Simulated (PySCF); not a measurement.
## Electron correlation in Br⁻ (bromine, charge -1)

[Kr], closed-shell 1S. Computed with PySCF 2.14 in aug-cc-pwCVTZ-PP with ECP10MDF (8s7p6d4f1g, 96 functions), with a scalar-relativistic core potential. Frozen: 3s2 3p6 3d10; 8 electrons correlated.

MP2 pair energies summed by pair of shells (mhartree):

```csv
pair,energy,share (%)
4p-4p,-125.54,69.5
4s-4p,-46.69,25.9
4s-4s,-8.33,4.6
```

Total MP2 correlation energy: -180.56 mhartree.

Same-spin part -43.98 and opposite-spin part -136.58 mhartree; SCS-MP2 scales them by 1/3 and 6/5 to -178.56 mhartree.
